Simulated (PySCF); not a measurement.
Match the calculated data to a structure.

All candidates are C3H11NO2Si2.

| technique | computed result |
| --- | --- |
| Rotational structure | rotational constants A, B, C: 1.702, 1.126, 0.870 GHz [GFN2-xTB] |
| 1H NMR | chemical shifts (computed TMS as zero) by class: 3.44 (3 H), 2.17 (3 H), 0.38 (2 H), 0.29 (3 H) ppm [GIAO PBE0/pcSseg-1] |
| NMR, other nuclei | isotropic shieldings of nuclei other than C and H, by class: 239 (1 N), -112 (1 O), 94 (1 O), 340 (1 Si), 467 (1 Si) ppm [GIAO PBE0/pcSseg-1] |
| 13C NMR | chemical shifts (computed TMS as zero) by class: 179.9 (1 C), 24.6 (1 C), 2.4 (1 C) ppm [GIAO PBE0/pcSseg-1] |
| Dipole | 1.93 D [PBE0/pcSseg-1] |

Gas-phase values; electronic properties from PySCF, density fitting. Levels stand in brackets. Geometry: GFN2-xTB, one conformer, isolated molecule. GFN2-xTB frequencies show an imaginary mode (24i cm⁻¹), so this geometry is no minimum at that level. NMR classes are plain means over equivalent atoms (diastereotopic ones count apart unless rotation or inversion swaps them), as if these changed places fast.

**Question.** Which candidate is it?
A. `C=NC[SiH2][Si@H](O)OC`
B. `C[C@H](C=O)O[SiH2]N[SiH3]`
C. `COC[SiH2]N([SiH3])C=O`
D. `CO[SiH2]O/C=C\[SiH2]N`
E. `CC(=O)O[Si@@](C)(N)[SiH3]`

**Answer.** E. It is `CC(=O)O[Si@@](C)(N)[SiH3]`. Numbering: `[CH3:1][C:2](=[O:3])[O:4][Si@@:5]([CH3:6])([NH2:7])[SiH3:8]`. Its formula, C3H11NO2Si2, gives 1 degree of unsaturation: 0 rings and 1 π bond in the structure found. 3 carbons fall into 3 classes; from least to most shielded: carbonyl carbon [C2] (179.9 ppm), methyl carbon next to a carbonyl [C1] (24.6 ppm), Si-methyl carbon [C6] (2.4 ppm). Hydrogen classes from least to most shielded: 3 H on an SiH3 silicon, Si8 (3.44 ppm), 3 H on a methyl carbon next to a carbonyl, C1 (2.17 ppm), 2 H on a silicon-bound nitrogen, N7 (0.38 ppm, a mean of values up to 0.6 ppm apart in this geometry), 3 H on an Si-methyl carbon, C6 (0.29 ppm, a mean of values up to 0.7 ppm apart in this geometry). The other shieldings belong to: 239 ppm, silicon-bound nitrogen [N7]; -112 ppm, carbonyl oxygen [O3]; 94 ppm, oxygen singly bound to a carbonyl carbon [O4]; 340 ppm, oxygen-bound silicon [Si5]; 467 ppm, SiH3 silicon [Si8]. The optimised geometry has point group C1 and is an asymmetric top.

The others, at the same levels:
- `CO[SiH2]O/C=C\[SiH2]N` fails: its computed 13C shifts are 158.1 (1 C), 109.8 (1 C), 50.8 (1 C) ppm, 1H shifts are 7.12 (1 H), 5.34 (2 H), 4.89 (1 H), 4.83 (2 H), 3.86 (3 H), -0.20 (2 H) ppm and rotational constant A is 5.251 GHz (against 1.702 GHz).
- `C=NC[SiH2][Si@H](O)OC` fails: its computed 13C shifts are 154.1 (1 C), 53.1 (1 C), 52.1 (1 C) ppm, 1H shifts are 7.55 (1 H), 6.93 (1 H), 5.60 (1 H), 4.19 (1 H), 4.09 (1 H), 3.96 (3 H), 3.95 (1 H), 3.56 (1 H), 3.32 (1 H) ppm and rotational constant A is 2.786 GHz (against 1.702 GHz).
- `COC[SiH2]N([SiH3])C=O` fails: its computed 13C shifts are 174.1 (1 C), 66.2 (1 C), 63.7 (1 C) ppm, 1H shifts are 8.20 (1 H), 4.86 (2 H), 4.62 (3 H), 3.56 (3 H), 3.36 (2 H) ppm and rotational constant A is 2.243 GHz (against 1.702 GHz).
- `C[C@H](C=O)O[SiH2]N[SiH3]` fails: its computed 13C shifts are 210.0 (1 C), 80.3 (1 C), 18.9 (1 C) ppm, 1H shifts are 9.72 (1 H), 5.56 (1 H), 5.38 (1 H), 4.81 (1 H), 4.68 (3 H), 1.42 (3 H), -0.38 (1 H) ppm and rotational constant A is 3.427 GHz (against 1.702 GHz).

Each candidate is one conformer, not necessarily the lowest. Dipoles, sizes and rotational constants follow the conformer. The torsions of the flexible species, by atom-mapped SMILES:
- `[CH3:1][C:2](=[O:3])[O:4][Si@@:5]([CH3:6])([NH2:7])[SiH3:8]`: C1–C2–O4–Si5 175°, C2–O4–Si5–C6 165°, H–N7–Si5–O4 57°, H–N7–Si5–O4 -167°
- `[CH3:1][O:2][CH2:3][SiH2:4][N:5]([SiH3:6])[CH:7]=[O:8]`: C1–O2–C3–Si4 -176°, O2–C3–Si4–N5 -175°, C3–Si4–N5–Si6 5°, Si4–N5–C7–O8 0°
- `[CH3:1][C@H:2]([CH:3]=[O:4])[O:5][SiH2:6][NH:7][SiH3:8]`: C1–C2–C3–O4 -115°, C1–C2–O5–Si6 105°, C2–O5–Si6–N7 -167°, O5–Si6–N7–Si8 -170°

The conformers of `CO[SiH2]O/C=C\[SiH2]N` and `C=NC[SiH2][Si@H](O)OC` aren't listed.
